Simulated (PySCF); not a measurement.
# Optical rotation: SMILES C1/C(C)=C\CC/C=C\C1, C₉H₁₄

Geometry (Å), atoms numbered from 1 in this order:
```xyz
23

C     2.755   -0.183   -0.819
C     1.469    0.095   -0.102
C     0.878    1.298   -0.163
C    -0.438    1.676    0.454
C    -1.672    1.112   -0.294
C    -2.252   -0.142    0.303
C    -1.678   -1.349    0.368
C    -0.315   -1.733   -0.139
C     0.860   -1.077    0.629
H     3.538   -0.511   -0.114
H     2.630   -1.004   -1.547
H     3.126    0.700   -1.360
H     1.377    2.075   -0.755
H    -0.508    2.775    0.473
H    -0.483    1.350    1.508
H    -1.392    0.935   -1.347
H    -2.461    1.879   -0.314
H    -3.249   -0.045    0.749
H    -2.249   -2.144    0.861
H    -0.224   -1.474   -1.209
H    -0.219   -2.827   -0.083
H     0.507   -0.767    1.626
H     1.645   -1.830    0.801
```

Computed with TDDFT CAM-B3LYP/def2-SVPD circular dichroism and optical rotation, one conformer, gas phase in PySCF. Geometry: PBE0-D3(BJ)/def2-SVP.

No stereocentre is labelled: unless the shape is locked (an allene, a helicene, a hindered biaryl), the mirror image is equally populated and a measured rotation or CD is zero.

Task: What is the specific rotation at 633, 589.3, 546, 436, 405, 365, 355 nm?

Result: [α] in deg dm⁻¹ (g/mL)⁻¹:
| λ (nm) | origin-invariant length gauge | modified velocity gauge | length gauge (centre of mass) | isotropic polarisability (au) |
| --- | --- | --- | --- | --- |
| 633 | +79.9 | +75.7 | +80.0 | 106.2 |
| 589.3 | +95.9 | +90.8 | +96.0 | 106.6 |
| 546 | +117.2 | +111.1 | +117.3 | 107.2 |
| 436 | +224.0 | +212.9 | +224.2 | 109.4 |
| 405 | +283.9 | +270.1 | +284.2 | 110.4 |
| 365 | +408.5 | +389.2 | +408.9 | 112.2 |
| 355 | +453.3 | +432.1 | +453.8 | 112.8 |

Task: And for the mirror image at 589.3 nm?

Result: -95.9 deg dm⁻¹ (g/mL)⁻¹ (origin-invariant length gauge): the same size and the opposite sign.

Task: What is the molar rotation [Φ] = [α]·M/100 of the geometry above at 589.3 nm?

Result: With M = 122.21 g/mol, +117.2 deg cm² dmol⁻¹ (origin-invariant length gauge).

The first excitation lies at 6.12 eV (203 nm) with R = +20.1 × 10⁻⁴⁰ esu² cm² (velocity form).
